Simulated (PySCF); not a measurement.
# Reading the logs of faulty runs: AlBFH4N

All numbers below are calculated, not measured. They come from PySCF 2.14.0, an open-source quantum chemistry program, on an isolated molecule that a program drew, which may never have been made. The molecule is AlBFH4N (charge 0, singlet), drawn as the SMILES string `N[B](F)[AlH2]`.

Each row is a Hartree-Fock (HF) and frozen-core CCSD(T) single point in the cc-pV(D+d)Z basis, meant for a local HF minimum. Run 1 is clean. Each other run has one planted mistake out of seven kinds, and not every kind appears here: one electron removed, one electron added, multiplicity raised by two, geometry at a saddle point, minimal basis STO-3G, one bond length entered in bohr, all coordinates scaled. The reference is restricted for singlets and unrestricted otherwise, and also for a bond in bohr. Adding or removing an electron swaps singlet and doublet. Electrons count all cores. HOMO and LUMO are orbital energies over both spins, the gradient is its largest component, and the lowest frequency (negative if imaginary) is given only where the gradient is small. Bond lengths are over the 7 bonds as drawn. T1 is the CCSD diagnostic: over 0.02 (restricted) or 0.045 (unrestricted) a single reference is doubtful.

Geometry of the clean run:
```xyz
8
AlBFH4N, angstrom
N    -0.6845    0.0971   -1.8750
B    -0.0151   -1.1143   -1.7157
F    -0.7546   -2.1355   -1.2133
Al    2.0720   -1.4113   -2.2189
H    -1.6506    0.2097   -1.6346
H    -0.2508    0.9200   -2.2349
H     2.9152   -0.2007   -2.8155
H     2.8219   -2.7937   -2.0216
```

```
run,electrons,basis functions,<S^2>,HOMO (eV),LUMO (eV),gradient (hartree/bohr),lowest frequency (cm^-1),mean bond (Å),longest bond (Å),T1,HF (hartree),CCSD(T) (hartree),mistake
1,38,85,0.000,-10.28,0.84,1.2e-05,83,1.4419,2.167,0.0142,-422.90695,-423.45878,no fault
2,38,85,0.000,-10.20,0.99,4.7e-02,-,1.3799,2.074,0.0130,-422.89139,-423.43807,all coordinates scaled
3,37,85,0.769,-16.87,-7.91,1.3e-01,-,1.4419,2.167,0.0223,-422.57414,-423.11161,one electron removed
4,38,85,2.005,-6.35,-1.16,6.2e-02,-,1.4419,2.167,0.0224,-422.78533,-423.32913,multiplicity raised by two
5,38,85,0.738,-10.46,0.61,3.0e-02,-,1.5693,2.167,0.0569,-422.75894,-423.31358,?
```

**Which mistake was planted in run 5, and what did it cost?**

The mean bond changes by a factor of 1.088 and the longest by 1.000, so the molecule wasn't scaled as a whole. A length L in bohr read as angstrom grows by (1/0.5292 - 1) L = 0.890 L. The 7 bonds together grew by 7 x 0.1274 = 0.892 Å, which gives L = 1.002 Å. That is the length of one of the H-N bonds, 1.002 Å in the clean geometry. So the mistake is: one bond length entered in bohr. Subtracting run 1 and multiplying by 627.51 kcal/mol a hartree, the energy moved by 92.9 kcal/mol in HF and 91.1 kcal/mol in CCSD(T).

Cautions from the logs. Run 5: T1 is over the limit, so its CCSD(T) energy is less reliable.
